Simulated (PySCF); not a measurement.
Compound: C4H7F3O.
Z-matrix (Å and degrees, GFN2-xTB geometry), rows numbered from 1:
```
C 
C   1  1.5160
F   2  1.3886  1  108.81
O   2  1.3812  1  109.62  3  -119.19
C   4  1.4069  2  116.44  1  -161.86
C   5  1.5343  4  113.76  2   -65.62
F   6  1.3532  5  110.87  4    94.40
F   6  1.3551  5  109.80  4  -148.90
H   1  1.0851  2  109.35  3  -175.51
H   1  1.0857  2  109.46  3   -54.99
H   1  1.0861  2  109.07  3    64.91
H   2  1.1036  1  112.39  3   115.70
H   5  1.0994  4  110.90  2    56.97
H   5  1.0921  4  105.67  2   175.67
H   6  1.0988  5  113.11  4   -27.63
```

The closed-shell SCF was solved with PySCF and density fitting under several settings on one GFN2-xTB geometry (grid level 2 and gas phase unless stated).

| settings | basis functions | SCF cycles | E (Eh) | HOMO (eV) | LUMO (eV) | dipole (D) |
| --- | --- | --- | --- | --- | --- | --- |
| PBE0/pcSseg-1 | 171 | 14 | -530.7915 | -8.72 | 1.44 | 2.50 |
| PBE0/def2-SVPD | 228 | 14 | -530.4765 | -8.86 | 0.71 | 2.61 |

Problem. Estimate the rows for these settings: (1) PBE0/pcSseg-0, IEF-PCM water, start guess atom, damping 0.2 at the start, DIIS from the seventh cycle; (2) KT3/pcSseg-1, fitting basis def2-universal-jkfit.

Solution. 
```csv
settings,basis functions,SCF cycles,E (Eh),HOMO (eV),LUMO (eV),dipole (D)
"PBE0/pcSseg-0, IEF-PCM water, start guess atom, damping 0.2 at the start, DIIS from the seventh cycle",86,13,-529.6085,-8.55,2.27,3.04
"KT3/pcSseg-1, fitting basis def2-universal-jkfit",171,11,-538.3424,-7.20,0.47,2.32
```

Problem. Over all rows, what range does the HOMO–LUMO gap span?

Solution. From 7.67 eV (KT3/pcSseg-1, fitting basis def2-universal-jkfit) to 10.82 eV (PBE0/pcSseg-0, IEF-PCM water, start guess atom, damping 0.2 at the start, DIIS from the seventh cycle). The functional of the narrowest has no exact exchange, that of the widest 25 % exact exchange.

Problem. And the dipole moment?

Solution. From 2.32 D (KT3/pcSseg-1, fitting basis def2-universal-jkfit) to 3.04 D (PBE0/pcSseg-0, IEF-PCM water, start guess atom, damping 0.2 at the start, DIIS from the seventh cycle); the largest is 1.31 times the smallest, and the median is 2.55 D.

Problem. Compare two rows with the functional PBE0: PBE0/pcSseg-1 and PBE0/def2-SVPD. Which energy is lower, and by how much?

Solution. PBE0/pcSseg-1 (171 functions) lies 0.3150 Eh or 198 kcal/mol below PBE0/def2-SVPD (228 functions). The smaller set gives the lower energy; the two sets aren't nested, so the variational bound doesn't order them by size.

Cycle counts include a coarse-grid stage where the run had one. KT3 was designed for NMR shieldings or shifts; total energies of different functionals aren't comparable. The structure is a single GFN2-xTB conformer; no vibrational corrections.
